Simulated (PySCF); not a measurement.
# Lead: highly charged ions in a basis for the neutral atom

Pb(19+) [Kr] 4d10 4f14 5s2 5p1, Pb(20+) [Kr] 4d10 4f14 5s2. All numbers are calculated (PySCF 2.14, a scalar-relativistic core potential, in def2-TZVP with the def2 core potential (60 electrons)). No spin-orbit coupling, so a gap to NIST mixes the basis error with missing relativistic terms.

Changed run: basis of the neutral atom used for a highly charged ion. This setting is unsound on purpose.

```
species  method  sound run (hartree)  changed run (hartree)  converged
Pb(19+)     UHF              not run              -59.85390        yes
Pb(19+)     LDA              not run              -59.89614        yes
Pb(19+)  M06-2X              not run              -60.00385        yes
Pb(20+)     UHF              not run              -42.62852        yes
Pb(20+)     LDA              not run              -42.67057        yes
Pb(20+)  M06-2X              not run              -42.76469        yes
```

Ionisation energy of Pb(19+):

```json
{"method": "UHF", "changed run (eV)": "468.73", "NIST (eV)": "507 ± 25"}
{"method": "LDA", "changed run (eV)": "468.73", "NIST (eV)": "507 ± 25"}
{"method": "M06-2X", "changed run (eV)": "469.10", "NIST (eV)": "507 ± 25"}
```

The contracted functions were made for the neutral atom and can be too rigid for a highly charged ion.
